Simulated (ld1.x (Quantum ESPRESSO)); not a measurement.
# lanthanum (La): TM semilocal pseudisation with BP86, scalar-relativistic reference atom.

* Element: lanthanum
* Generator: ld1.x (Quantum ESPRESSO) 7.5
* Type: norm-conserving Troullier–Martins (semilocal form)
* Functional: BP86
* Relativity: scalar-relativistic
* Frozen core: [Kr] 4d10
* Valence charge: 11
* Reference configuration: 4f0 5s2 5p6 5d1 6s2 6p0
* Partial waves: 5s (bound): rc 2.40 bohr; 5d (bound): rc 3.35 bohr; 4f (bound, empty): rc 2.00 bohr; 5p (bound): rc 2.05 bohr
* Local potential: the p channel
* Core correction: Bessel-smoothed model core, default radius (core density twice the valence density)

Occupied shells without a wave of their own: 6s. They enter only through the test configuration that unscreens the potential, and ld1.x also counts them in the model core charge.

All-electron outer shells of the reference configuration (BP86, scalar-relativistic, ld1.x):

```csv
shell,level (eV),outermost node (bohr),outermost maximum (bohr)
4p,-200.08,0.34,0.63
4d,-103.93,0.32,0.68
5s,-39.03,0.77,1.41
5p,-22.48,0.83,1.58
4f,-4.46,–,0.75
6s,-3.81,1.86,3.79
5d,-3.20,0.95,2.21
6p,-1.43,2.21,4.93
```

Does this generation succeed?

No. ld1.x (Quantum ESPRESSO) 7.5 stopped with "the pseudo-atom did not reach self-consistency". Before that it printed "Warning: n=4, l=3 expected 0 nodes, found 1".
